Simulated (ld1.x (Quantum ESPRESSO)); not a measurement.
Logarithmic derivatives: Hg (Z = 80), PAW

* Element: mercury (Hg)
* Generator: ld1.x (Quantum ESPRESSO) 7.5
* Type: PAW
* Functional: PBEsol
* Relativity: fully relativistic
* Frozen core: [Xe] 4f14
* Valence charge: 12
* Reference configuration: 5d10 6s0 6p0 (charge +2)
* Partial waves: 6s (bound, empty): rcut 1.55, rcutus 2.00 bohr; 6s channel at -0.8 Ry: rcut 1.55, rcutus 2.00 bohr; 6p (bound, empty): rcut 1.40, rcutus 1.50 bohr; 6p channel at -0.35 Ry: rcut 1.40, rcutus 1.50 bohr; 5d (bound): rcut 1.90, rcutus 2.20 bohr; 5d channel at -1.45 Ry: rcut 1.90, rcutus 2.20 bohr
* Local potential: all-electron potential smoothed inside 1.90 bohr (lloc = -1)
* Core correction: Bessel-smoothed model core, default radius (core density twice the valence density)
* Augmentation charge: BESSEL, radius 1.30 bohr

Open shells are filled in proportion to 2j + 1 (rel_dist='average').

The phase is arctan(r·u′/u) with u = r·R(r), unwrapped; energies in Ry, scanned from -4 to 5 Ry. A pole is an energy at which the radial function vanishes at the test radius. The pseudo phase is shifted by a multiple of π to meet the all-electron one at the reference energy, and phase errors are pseudo minus all-electron; the curves can meet again beyond the range given. Levels narrower than the energy grid can be missing from the lists of poles.

Problem. For each channel, where are the poles, and over which energies does the pseudopotential scatter like the atom?

Solution.

```json
{"channel": "s", "radius (bohr)": "2.40", "reference energy (Ry)": "-1.72", "poles, all-electron": "0.68", "poles, pseudo": "0.68", "unbroken range about the reference energy with phases within 0.05 rad": "-3.1 to 4.5", "phase error 1 Ry above the reference energy (rad)": "-0.000"}
{"channel": "p1/2", "radius (bohr)": "2.40", "reference energy (Ry)": "-1.18", "poles, all-electron": "2.10", "poles, pseudo": "2.10", "unbroken range about the reference energy with phases within 0.05 rad": "the whole range", "phase error 1 Ry above the reference energy (rad)": "+0.000"}
{"channel": "p3/2", "radius (bohr)": "2.40", "reference energy (Ry)": "-1.05", "poles, all-electron": "2.98", "poles, pseudo": "2.98", "unbroken range about the reference energy with phases within 0.05 rad": "the whole range", "phase error 1 Ry above the reference energy (rad)": "+0.000"}
{"channel": "d3/2", "radius (bohr)": "2.40", "reference energy (Ry)": "-2.20", "poles, all-electron": "-1.83", "poles, pseudo": "-1.83, 4.63", "unbroken range about the reference energy with phases within 0.05 rad": "below 1.0", "phase error 1 Ry above the reference energy (rad)": "-0.000"}
{"channel": "d5/2", "radius (bohr)": "2.40", "reference energy (Ry)": "-2.06", "poles, all-electron": "-1.64", "poles, pseudo": "-1.64", "unbroken range about the reference energy with phases within 0.05 rad": "below 1.7", "phase error 1 Ry above the reference energy (rad)": "-0.000"}
```

The ghost test of this file was not conclusive.

Phases in the d5/2 channel:

| E (Ry) | all-electron | pseudo |
| --- | --- | --- |
| -4.00 | 1.293 | 1.293 |
| -3.52 | 1.246 | 1.246 |
| -3.04 | 1.151 | 1.151 |
| -2.56 | 0.806 | 0.806 |
| -2.08 | -1.126 | -1.126 |
| -1.60 | -1.587 | -1.587 |
| -1.12 | -1.710 | -1.710 |
| -0.64 | -1.788 | -1.788 |
| -0.16 | -1.864 | -1.864 |
| 0.32 | -1.960 | -1.962 |
| 0.80 | -2.114 | -2.118 |
| 1.28 | -2.417 | -2.434 |
| 1.76 | -3.074 | -3.128 |
| 2.24 | -3.843 | -3.896 |
| 2.72 | -4.230 | -4.264 |
| 3.20 | -4.411 | -4.436 |
| 3.68 | -4.511 | -4.533 |
| 4.16 | -4.575 | -4.596 |
| 4.64 | -4.621 | -4.641 |
